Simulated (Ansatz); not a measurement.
Isolated molecules relaxed with PBE0-D4/def2-TZVP in Ansatz; ΔE leaves out vibrations. CCSD(T)/CBS adds triple-zeta CCSD(T) − MP2 to the extrapolated MP2 energy (def2 sets, frozen cores). Functionals use def2-TZVPP. Elements past krypton have def2 core potentials. For Ga, Mo outer-core shells are correlated without core-valence functions, which leaves a few kJ/mol of doubt a bond. Scalar relativity is left out up to krypton. One conformer a species, not always the lowest.

Consider the redistribution: `[NH2][Ga]([F])[SH]` + `[NH2][Mo](=[S])(=[S])[Cl]` → `[F][Ga]([SH])[Cl]` + `[NH2][Mo]([NH2])(=[S])=[S]`.

```
             level  ΔE (eV)
            B2PLYP     0.05
CCSD(T)/def2-TZVPP     0.01
```

Task: What does CCSD(T)/CBS give? (An estimate is asked.)

Result: The calculation gave: +0.06 eV. The listed levels differ from it by -0.01, -0.05 eV.

Largest T1 diagnostic among the species: 0.025, so the coupled-cluster value is less sure than usual.

In def2-TZVPP, CCSD(T) changes the Hartree–Fock value by +0.16 eV (the triples alone add +0.03 eV) and MP2 by +0.38 eV.
